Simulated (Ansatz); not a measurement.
Basis-set extrapolation for CH$_{7}$AlClNSi (`C[SiH](N)[AlH][Cl]`) (PBE0-D4/def2-TZVP geometry, frozen core, the Gaussian-basis code of Ansatz). Multiplicity 1, RHF reference.

```
                       def2-TZVPP    def2-QZVPP
                 HF  -1086.922933  -1086.956423
    MP2 correlation     -0.778455     -0.840534
CCSD(T) correlation     -0.873705       not run
```

Energies in hartree. Use E(X) = E(∞) + A·exp(−7.88·√X) for Hartree–Fock and E(X) = E(∞) + B·X^(−2.97) for correlation, with X = 3 and 4, and add CCSD(T) minus MP2 of the smaller set to the MP2 limit.

Question: What is the CCSD(T) energy at the basis-set limit?

Answer: HF limit: -1086.956423 + (-0.033490) × 0.13774 = -1086.96104. MP2 limit: -0.840534 + (-0.062079) × 0.74074 = -0.88652. Higher-order term: -0.873705 − (-0.778455) = -0.09525. Total: -1087.94281 hartree, 383.8 kJ/mol below CCSD(T)/def2-TZVPP.
